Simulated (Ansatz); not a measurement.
Geometry optimisation, Ansatz 0.2.0, RKS PBE/def2-SVP.

Input file:

```yaml
crystal:
  periodic: [false, false, false]
  atoms:
    - { symbol: "N", position_ang: [-0.9647, 1.1274, 0.074] }
    - { symbol: Si, position_ang: [0.3897, 0.4694, 0.6741] }
    - { symbol: "N", position_ang: [0.5334, -0.5894, -0.6172] }
    - { symbol: P, position_ang: [0.4973, -1.7393, 0.5704] }
    - { symbol: H, position_ang: [-1.7243, 0.4403, 0.0493] }
    - { symbol: H, position_ang: [-0.8331, 1.3308, -0.931] }
    - { symbol: H, position_ang: [1.6132, 1.3214, 0.5085] }
    - { symbol: H, position_ang: [1.5547, -0.5059, -0.9714] }
    - { symbol: H, position_ang: [-0.9777, -1.9009, 0.6262] }
basis:
  gaussian: { orbitals: def2-SVP }
hamiltonian:
  xc: pbe
relax:
  f_tol: 0.015
  max_steps: 40
```

Run as:

```bash
$ ansatz run input.yaml --threads 1 --pin off --max-ram 2048MiB --backend cpu --events-out ev --progress --plain --runs-dir out
```

Problem. Where does it end, and by what steps?

Solution. The forces met the threshold. After 25 steps the energy has fallen by 2.220 eV; H6 moved furthest, 1.45 Å.

```csv
step,energy less start (eV),largest force component (eV/Å),accepted
0,0.0000,6.357,yes
1,-1.3437,2.753,yes
2,-1.9272,0.534,yes
3,-2.0442,0.524,yes
4,-2.0752,0.373,yes
5,-2.1168,0.154,yes
6,-2.0881,1.092,no
7,-2.1329,0.107,yes
8,-2.1465,0.130,yes
9,-2.1532,0.559,yes
10,-2.1672,0.273,yes
11,-2.1643,0.362,no
12,-2.1774,0.114,yes
13,-2.1616,0.494,no
14,-2.1806,0.157,yes
15,-2.1829,0.057,yes
16,-2.1843,0.400,yes
17,-2.1870,0.256,yes
18,-2.1955,0.867,yes
19,-2.1470,0.980,no
20,-2.2108,0.267,yes
21,-2.2165,0.140,yes
22,-2.2187,0.058,yes
23,-2.2193,0.023,yes
24,-2.2195,0.017,yes
25,-2.2196,0.009,yes
```

```xyz
9
Properties=species:S:1:pos:R:3
N -1.021 1.250 -0.319
Si 0.402 0.432 0.224
N 0.863 -0.948 -0.682
P 0.698 -1.656 0.998
H -1.804 0.697 -0.679
H -1.354 2.065 0.204
H 1.371 1.480 0.681
H 1.607 -1.237 -1.321
H -0.674 -2.130 0.877
```

Whether the end is a true minimum wasn't checked by a vibrational analysis.

Run time: 50 s on 1 thread of Intel(R) Xeon(R) Platinum 8488C (Sapphire Rapids) (shared host), peak memory 0.14 GiB.
